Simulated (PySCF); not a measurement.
**Finite-field polarisability of B (boron, neutral)**

[He] 2s2 2p1, 2P determinant. Computed with PySCF 2.14 in dyall-av2z, with the non-relativistic Hamiltonian (point nucleus). Frozen: 1s2. Energy changes in a uniform field (μhartree):

```json
{"axis": "x", "F (au)": "0.0031", "HF": "-96.889", "MP2": "-81.397", "CCSD": "-85.615", "CCSD(T)": "-86.190"}
{"axis": "x", "F (au)": "0.0062", "HF": "-387.567", "MP2": "-326.316", "CCSD": "-342.620", "CCSD(T)": "-344.896"}
{"axis": "y", "F (au)": "0.0028", "HF": "-98.435", "MP2": "-95.306", "CCSD": "-93.860", "CCSD(T)": "-94.151"}
{"axis": "y", "F (au)": "0.0056", "HF": "-394.314", "MP2": "-381.869", "CCSD": "-376.192", "CCSD(T)": "-377.368"}
```

By symmetry the remaining axis equals x.

(1) Derive α along x at CCSD(T) from the two fields.

(2) And the mean polarisability at each level?

A double-zeta set is small for polarisabilities.

Results:

(1) With ΔE = −αF²/2 − γF⁴/24, α = −(16 ΔE(F) − ΔE(2F))/(6F²) = 17.94 bohr³.

(2) The components xx, yy, zz at CCSD(T) are 17.94, 24.00, 17.94, the third axis being equal by symmetry to one of the two computed. Means: HF 21.81, MP2 19.38, CCSD 19.85, CCSD(T) 19.96 bohr³. Reference: 20.5 ± 0.1 bohr³ (recommended; Schwerdtfeger and Nagle, table of static dipole polarizabilities (2023 update)).
